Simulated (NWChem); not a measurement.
System: SiH3O2F; SMILES O[SiH](O)F

NWChem input:

```
start job
memory heap 200 mb stack 900 mb global 1100 mb
geometry units angstroms noautoz
  Si     0.029414    -0.029292     0.358784
  O      0.494821    -1.516967    -0.193448
  O     -1.515693     0.272681    -0.183070
  F      0.985558     1.167060    -0.221347
  H      0.192380    -0.047992     1.834854
  H      0.247882    -1.712855    -1.114647
  H     -1.765947     1.210427    -0.248447
end
basis spherical
  Si library def2-svp
  O library def2-svp
  F library def2-svp
  H library def2-svp
end
dft
  xc slater vwn_5
  iterations 150
  vectors input atomic output neutral.movecs
end
task dft energy
charge 1
dft
  odft
  mult 2
  vectors input atomic output cation.movecs
end
task dft energy
```

Excerpt of the output:

```
             Northwest Computational Chemistry Package (NWChem) 7.3.0
             --------------------------------------------------------

 C1  symmetry detected

                             Geometry "geometry" -> ""
                             -------------------------

 Output coordinates in angstroms (scale by  1.889725989 to convert to a.u.)

  No.       Tag          Charge          X              Y              Z
 ---- ---------------- ---------- -------------- -------------- --------------
    1 Si                  14.0000     0.03318170    -0.01494355     0.34745405
    2 O                    8.0000     0.64743152    -1.45130445    -0.19504505
    3 O                    8.0000    -1.52939149     0.13184988    -0.20839287
    4 F                    9.0000     0.87198642     1.26788586    -0.22941404
    5 H                    1.0000     0.18442348    -0.01295137     1.82488839
    6 H                    1.0000     0.42893663    -1.67338877    -1.11748589
    7 H                    1.0000    -1.87010196     1.04021364    -0.27952953

 Effective nuclear repulsion energy (a.u.)     184.8871936127

                                 NWChem DFT Module
                                 -----------------

 Summary of "ao basis" -> "ao basis" (spherical)
 ------------------------------------------------------------------------------
       Tag                 Description            Shells   Functions and Types
 ---------------- ------------------------------  ------  ---------------------
 Si                         def2-svp                 8       18   4s3p1d
 O                          def2-svp                 6       14   3s2p1d
 F                          def2-svp                 6       14   3s2p1d
 H                          def2-svp                 3        5   2s1p

            General Information
            -------------------
          SCF calculation type: DFT
          Wavefunction type:  closed shell.
          No. of atoms     :     7
          No. of electrons :    42
           Alpha electrons :    21
            Beta electrons :    21
          Charge           :     0
          Spin multiplicity:     1
          Use of symmetry is: off; symmetry adaption is: off
          Maximum number of iterations: 150
          AO basis - number of functions:    75
                     number of shells:    35
          Convergence on energy requested:  1.00D-06
          Convergence on density requested:  1.00D-05
          Convergence on gradient requested:  5.00D-04

              XC Information
              --------------
                        Slater Exchange Functional  1.000 local
                      VWN V Correlation Functional  1.000 local

             Grid Information
             ----------------
          Grid used for XC integration:  medium
          Radial quadrature: Mura-Knowles
          Angular quadrature: Lebedev.
          Tag              B.-S. Rad. Rad. Pts. Rad. Cut. Ang. Pts.
          ---              ---------- --------- --------- ---------
          Si                  1.10       88           8.0       590
          O                   0.60       49          10.0       434
          F                   0.50       49           9.0       434
          H                   0.35       45          10.0       434
          Grid pruning is: on
          Number of quadrature shells:   370
          Spatial weights used:  Erf1

      Superposition of Atomic Density Guess
      -------------------------------------

 Sum of atomic energies:        -538.91120046

      Non-variational initial energy
      ------------------------------

 Total energy =    -539.837201
 1-e energy   =   -1114.736377
 2-e energy   =     390.011982
 HOMO         =      -0.447536
 LUMO         =       0.058836

   convergence    iter        energy       DeltaE   RMS-Dens  Diis-err
 ---------------- ----- ----------------- --------- --------- ---------
 d= 0,ls=0.0,diis     1   -538.4485269742 -7.23D+02  2.52D-02  1.52D+00
 d= 0,ls=0.0,diis     2   -538.2121408798  2.36D-01  1.60D-02  3.97D+00
 d= 0,ls=0.0,diis     3   -538.5732070386 -3.61D-01  2.02D-03  7.91D-02
 d= 0,ls=0.0,diis     4   -538.5798031557 -6.60D-03  6.69D-04  3.18D-03
 d= 0,ls=0.0,diis     5   -538.5800261453 -2.23D-04  2.45D-04  1.15D-03
  Resetting Diis
 d= 0,ls=0.0,diis     6   -538.5801256533 -9.95D-05  7.25D-05  4.46D-05
 d= 0,ls=0.0,diis     7   -538.5801300887 -4.44D-06  2.77D-05  1.44D-06
 d= 0,ls=0.0,diis     8   -538.5801299942  9.45D-08  1.51D-05  2.52D-06
 d= 0,ls=0.0,diis     9   -538.5801302339 -2.40D-07  3.83D-06  2.48D-07

         Total DFT energy =     -538.580130233925
      One electron energy =    -1117.559880658921
           Coulomb energy =      440.932933225154
    Exchange-Corr. energy =      -46.840376412857
 Nuclear repulsion energy =      184.887193612699

 Numeric. integr. density =       41.999998735301

                       DFT Final Molecular Orbital Analysis
                       ------------------------------------

 Vector   19  Occ=2.000000D+00  E=-3.104366D-01
              MO Center= -5.2D-01,  3.7D-02,  1.0D-01, r^2= 2.9D+00
   Bfn.  Coefficient  Atom+Function         Bfn.  Coefficient  Atom+Function
  ----- ------------  ---------------      ----- ------------  ---------------
    36      0.380175  3 O  px                39      0.260624  3 O  px
    37      0.223873  3 O  py                22      0.221788  2 O  px
    50     -0.214729  4 F  px                52     -0.206089  4 F  pz
    61     -0.187693  5 H  s                 40      0.157263  3 O  py
    62     -0.151411  5 H  s                 25      0.145252  2 O  px

[...]
```

Level: LDA (Slater exchange, VWN5)/def2-SVP, vertical spin-unrestricted ions. Structure relaxed at the PBE-D3(BJ)/def2-SVP level.
